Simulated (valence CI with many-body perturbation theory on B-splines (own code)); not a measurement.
## Tm62+: calculated level list

Method: valence CI with perturbative core correlation (CI+MBPT): five valence electrons over a frozen Dirac-Fock core [He], radial functions for each j: 9 s, 9 p, 8 d, 6 f, 3 g, 1 h, with the one-electron correlation potential Σ1 (screened to all orders), the two-electron term Σ2, the three-electron term Σ3, Breit, model QED; selected single and double excitations, second order for the rest (own B-spline code, finite nucleus).

The last digits are not significant, and no measured levels were compared; by estimate large intervals hold to a few tenths of a per cent, small ones and those within an open d or f shell to about a per cent. Among the levels kept, up to 1100 cm⁻¹ of a level comes from second order outside the variational space, and about a tenth of that is noise between levels of different J, which matters for small intervals.

Levels 1 to 45 of 74, with energies above the lowest level, (2s^2 2p1/2^2 2p3/2) J=3/2. "Leading %" is the weight of the configuration and term that name the level; weights of strongly mixed levels are sums over their largest components and can fall short. In the jj column 3d3/2^4 stands for four electrons in 3d with j = 3/2.

| No. | Configuration | Term | J | E (eV) | Leading % | Leading jj | g |
| --- | --- | --- | --- | --- | --- | --- | --- |
| 1 | 2s2.2p3 | 2P° | 3/2 | 0.0 | 48 | 2s^2 2p1/2^2 2p3/2 (100 %) | 1.321 |
| 2 | 2s2.2p3 | 4S° | 3/2 | 1001.7 | 55 | 2s^2 2p1/2 2p3/2^2 (100 %) | 1.437 |
| 3 | 2s2.2p3 | 2D° | 5/2 | 1024.5 | 100 | 2s^2 2p1/2 2p3/2^2 (100 %) | 1.167 |
| 4 | 2s2.2p3 | 2P° | 1/2 | 1071.3 | 100 | 2s^2 2p1/2 2p3/2^2 (100 %) | 0.623 |
| 5 | 2s.2p4 | 4P | 5/2 | 1312.5 | 71 | 2s 2p1/2^2 2p3/2^2 (100 %) | 1.450 |
| 6 | 2s.2p4 | 2S | 1/2 | 1408.8 | 64 | 2s 2p1/2^2 2p3/2^2 (100 %) | 2.012 |
| 7 | 2s.2p4 | 2P | 3/2 | 1410.2 | 51 | 2s 2p1/2^2 2p3/2^2 (100 %) | 1.175 |
| 8 | 2s2.2p3 | 2P° | 3/2 | 2075.1 | 51 | 2s^2 2p3/2^3 (99 %) | 1.287 |
| 9 | 2s.2p4 | 4P | 3/2 | 2339.5 | 84 | 2s 2p1/2 2p3/2^3 (100 %) | 1.584 |
| 10 | 2s.2p4 | 2D | 5/2 | 2379.1 | 71 | 2s 2p1/2 2p3/2^3 (100 %) | 1.283 |
| 11 | 2s.2p4 | 2P | 1/2 | 2436.4 | 64 | 2s 2p1/2 2p3/2^3 (99 %) | 1.357 |
| 12 | 2s.2p4 | 2D | 3/2 | 2445.5 | 54 | 2s 2p1/2 2p3/2^3 (100 %) | 1.016 |
| 13 | 2p5 | 2P° | 3/2 | 2788.4 | 99 | 2p1/2^2 2p3/2^3 (99 %) | 1.303 |
| 14 | 2s.2p4 | 4P | 1/2 | 3455.7 | 38 | 2s 2p3/2^4 (100 %) | 1.864 |
| 15 | 2p5 | 2P° | 1/2 | 3817.8 | 100 | 2p1/2 2p3/2^4 (100 %) | 0.623 |
| 16 | 2s2.2p2.3s | 4P | 1/2 | 7638.8 | 46 | 2s^2 2p1/2^2 3s (100 %) | 1.996 |
| 17 | 2s2.2p2.3p | 2P° | 1/2 | 7733.1 | 46 | 2s^2 2p1/2^2 3p1/2 (100 %) | 0.648 |
| 18 | 2s2.2p2.3p | 2P° | 3/2 | 8044.0 | 34 | 2s^2 2p1/2^2 3p3/2 (100 %) | 1.323 |
| 19 | 2s2.2p2.3d | 2D | 3/2 | 8127.7 | 42 | 2s^2 2p1/2^2 3d3/2 (100 %) | 0.783 |
| 20 | 2s2.2p2.3d | 2D | 5/2 | 8217.7 | 36 | 2s^2 2p1/2^2 3d5/2 (100 %) | 1.190 |
| 21 | 2s2.2p2.3s | 4P | 3/2 | 8653.4 | 88 | 2s^2 2p1/2 2p3/2 3s (100 %) | 1.657 |
| 22 | 2s2.2p2.3s | 2P | 1/2 | 8662.9 | 67 | 2s^2 2p1/2 2p3/2 3s (100 %) | 1.296 |
| 23 | 2s2.2p2.3s | 2D | 5/2 | 8672.7 | 64 | 2s^2 2p1/2 2p3/2 3s (100 %) | 1.311 |
| 24 | 2s2.2p2.3s | 2D | 3/2 | 8678.9 | 64 | 2s^2 2p1/2 2p3/2 3s (100 %) | 0.958 |
| 25 | 2s2.2p2.3p | 4P° | 1/2 | 8746.6 | 48 | 2s^2 2p1/2 2p3/2 3p1/2 (100 %) | 1.730 |
| 26 | 2s2.2p2.3p | 4D° | 3/2 | 8752.8 | 55 | 2s^2 2p1/2 2p3/2 3p1/2 (100 %) | 1.130 |
| 27 | 2s2.2p2.3p | 2F° | 5/2 | 8766.1 | 49 | 2s^2 2p1/2 2p3/2 3p1/2 (100 %) | 1.049 |
| 28 | 2s2.2p2.3p | 2P° | 3/2 | 8803.1 | 43 | 2s^2 2p1/2 2p3/2 3p1/2 (99 %) | 1.310 |
| 29 | 2s.2p3.3s | 4P° | 5/2 | 8924.0 | 47 | 2s 2p1/2^2 2p3/2 3s (97 %) | 1.596 |
| 30 | 2s.2p3.3s | 2P° | 3/2 | 8951.1 | 34 | 2s 2p1/2^2 2p3/2 3s (98 %) | 1.436 |
| 31 | 2s.2p3.3s | 2P° | 1/2 | 9009.8 | 38 | 2s 2p1/2^2 2p3/2 3s (90 %) | 0.887 |
| 32 | 2s.2p3.3s | 2P° | 3/2 | 9020.0 | 37 | 2s 2p1/2^2 2p3/2 3s (96 %) | 1.366 |
| 33 | 2s.2p3.3p | 4P | 3/2 | 9028.2 | 29 | 2s 2p1/2^2 2p3/2 3p1/2 (99 %) | 1.673 |
| 34 | 2s.2p3.3p | 2D | 5/2 | 9029.2 | 25 | 2s 2p1/2^2 2p3/2 3p1/2 (99 %) | 1.339 |
| 35 | 2s2.2p2.3p | 4D° | 5/2 | 9050.6 | 52 | 2s^2 2p1/2 2p3/2 3p3/2 (98 %) | 1.410 |
| 36 | 2s2.2p2.3p | 2P° | 1/2 | 9056.3 | 34 | 2s^2 2p1/2 2p3/2 3p3/2 (92 %) | 1.483 |
| 37 | 2s2.2p2.3p | 2D° | 3/2 | 9058.7 | 53 | 2s^2 2p1/2 2p3/2 3p3/2 (100 %) | 1.143 |
| 38 | 2s2.2p2.3p | 2F° | 7/2 | 9065.6 | 64 | 2s^2 2p1/2 2p3/2 3p3/2 (100 %) | 1.219 |
| 39 | 2s2.2p2.3p | 2P° | 3/2 | 9086.1 | 32 | 2s^2 2p1/2 2p3/2 3p3/2 (94 %) | 1.402 |
| 40 | 2s2.2p2.3p | 2D° | 5/2 | 9092.1 | 65 | 2s^2 2p1/2 2p3/2 3p3/2 (99 %) | 1.179 |
| 41 | 2s.2p3.3p | 2P | 1/2 | 9107.4 | 35 | 2s 2p1/2^2 2p3/2 3p1/2 (97 %) | 1.252 |
| 42 | 2s.2p3.3p | 2D | 3/2 | 9109.0 | 34 | 2s 2p1/2^2 2p3/2 3p1/2 (97 %) | 0.962 |
| 43 | 2s2.2p2.3p | 2P° | 1/2 | 9113.8 | 85 | 2s^2 2p1/2 2p3/2 3p3/2 (98 %) | 0.650 |
| 44 | 2s2.2p2.3d | 4F | 3/2 | 9144.9 | 43 | 2s^2 2p1/2 2p3/2 3d3/2 (98 %) | 0.918 |
| 45 | 2s2.2p2.3d | 4F | 5/2 | 9146.3 | 53 | 2s^2 2p1/2 2p3/2 3d3/2 (99 %) | 0.957 |

The ionisation energy to 2s2.2p2 3P_0 of the next ion comes out as 14300 eV (NIST: 14300 ± 15 eV (theoretical)). All 74 levels together are meant to be complete up to 9516.2 eV.
